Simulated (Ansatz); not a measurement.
Basis-set extrapolation for CH6AlBOS (PBE0-D4/def2-TZVP geometry, frozen core, the Gaussian-basis code of Ansatz). Multiplicity 1, RHF reference.

|  | def2-TZVPP | def2-QZVPP |
| --- | --- | --- |
| HF | -780.547560 | -780.572801 |
| MP2 correlation | -0.767354 | -0.825570 |
| CCSD(T) correlation | -0.850487 | not run |

Energies in hartree. Use E(X) = E(∞) + A·exp(−7.88·√X) for Hartree–Fock and E(X) = E(∞) + B·X^(−2.97) for correlation, with X = 3 and 4, and add CCSD(T) minus MP2 of the smaller set to the MP2 limit.

Question: What is the CCSD(T) energy at the basis-set limit?

Answer: HF limit: -780.572801 + (-0.025241) × 0.13774 = -780.57628. MP2 limit: -0.825570 + (-0.058216) × 0.74074 = -0.86869. Higher-order term: -0.850487 − (-0.767354) = -0.08313. Total: -781.52810 hartree, 341.5 kJ/mol below CCSD(T)/def2-TZVPP.
